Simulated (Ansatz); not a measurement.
The cluster B₆Os⁻, 7 atoms. Hardware: 4 threads of Intel Xeon on a shared host.

In the def2 sets Os takes a core potential; there is no spin–orbit coupling. Correlated methods freeze 6 core orbitals; core or outer-core shells of Os are correlated, in sets that lack core-valence functions.

Q: How many basis functions does each of these Ansatz runs have, and roughly what does it cost? r2SCAN-D4/def2-TZVPD, charge -1 doublet, energy, from earlier orbitals; PBE-D4/def2-TZVPD, charge -1 doublet, energy and forces, from earlier orbitals; PBE-QIDH/def2-TZVPD, charge -1 doublet, energy, from earlier orbitals; PBE-D4/def2-SVPD, charge -1 doublet, relaxation, 14 steps; MP2/def2-TZVPD, charge -1 doublet, energy, from earlier orbitals; CCSD(T)/def2-SVPD, charge -1 doublet, energy, from earlier orbitals; PBE0-D4/def2-TZVPD, charge -1 doublet, energy, from earlier orbitals; ωB97X-V/def2-TZVPD, charge -1 doublet, energy, from earlier orbitals; PBE-D4/def2-SVP, charge -1 doublet, energy with a search over starts; CAM-B3LYP-D4/def2-TZVPD, charge -1 doublet, energy, from earlier orbitals.

A: Other jobs shared the machine, so times can vary by a factor of up to 3. A dash marks memory too small to be measured apart from the calling script's.

```csv
run,functions,fitting or Cholesky vectors,wall time,peak host memory (GiB)
"PBE-D4/def2-TZVPD, charge -1 doublet, energy and forces, from earlier orbitals",265,1363,17 s,–
"PBE-D4/def2-SVP, charge -1 doublet, energy with a search over starts",116,1221,18 s,–
"PBE0-D4/def2-TZVPD, charge -1 doublet, energy, from earlier orbitals",265,1413,46 s,1.4
"r2SCAN-D4/def2-TZVPD, charge -1 doublet, energy, from earlier orbitals",265,1363,49 s,1.1
"MP2/def2-TZVPD, charge -1 doublet, energy, from earlier orbitals",265,1743,53 s,1.1
"CAM-B3LYP-D4/def2-TZVPD, charge -1 doublet, energy, from earlier orbitals",265,1384,53 s,1.6
"PBE-QIDH/def2-TZVPD, charge -1 doublet, energy, from earlier orbitals",265,1743,89 s,1.3
"PBE-D4/def2-SVPD, charge -1 doublet, relaxation, 14 steps",155,1266,2 min,–
"ωB97X-V/def2-TZVPD, charge -1 doublet, energy, from earlier orbitals",265,1381,2.6 min,1.4
"CCSD(T)/def2-SVPD, charge -1 doublet, energy, from earlier orbitals",155,1513,4 min,3.9
```
